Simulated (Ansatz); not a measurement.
Computed with Ansatz on PBE0-D4/def2-TZVP structures; ΔE is electronic, products minus reactants. CCSD(T)/CBS is the MP2 limit (def2-TZVPP, def2-QZVPP) plus CCSD(T) − MP2 in def2-TZVPP, frozen cores. This one scheme is used for every species. For Zn outer-core shells are correlated without core-valence functions, which leaves a few kJ/mol of doubt a bond. Scalar relativity is left out up to krypton.

Consider the substitution at a C–Zn bond: `C#[C][ZnH]` + `BS` → `BSC#C` + `[ZnH2]`.

`C#[C][ZnH]`:

Cartesian coordinates in Å:
```
C 1.073 -0.879 -0.739
C 0.245 -0.201 -0.173
Zn -1.039 0.851 0.714
H 1.802 -1.476 -1.238
H -2.081 1.704 1.436
```

`BS`:

Z-matrix (Å, degrees):
```
B
S 1 1.765
H 1 1.192 2 115.8
H 1 1.190 2 121.4 3 -180.0
H 2 1.344 1 99.2 3 180.0
```

`BSC#C`:

```xyz
7

B     0.271    0.608    0.329
S     0.778   -0.934    1.510
C    -0.066   -1.113    0.123
C    -0.568   -0.525   -0.848
H     1.242    1.034   -0.214
H    -0.572    1.261    0.861
H    -1.084   -0.330   -1.761
```

`[ZnH2]`:

```xyz
3

Zn    0.000    0.000    0.000
H    -0.447    1.451    0.283
H     0.447   -1.451   -0.283
```

```
     species  CCSD/def2-SVP energy (Eh)
`C#[C][ZnH]`                -1854.87380
        `BS`                 -424.08625
     `BSC#C`                 -499.90849
    `[ZnH2]`                -1778.99127
```

Task: Work out ΔE.

Result: ΔE = (-499.90849) + (-1778.99127) − (-1854.87380) − (-424.08625) = 0.06029 Eh = +158.3 kJ/mol. CCSD(T)/CBS gives +135.3 kJ/mol.

Largest T1 diagnostic among the species: 0.016.

At CCSD(T), def2-SVP lies +11.7 kJ/mol from the extrapolated value and def2-TZVPP +4.2 kJ/mol. In def2-TZVPP, CCSD(T) changes the Hartree–Fock value by −59.9 kJ/mol (the triples alone add −12.4 kJ/mol) and MP2 by −77.7 kJ/mol.
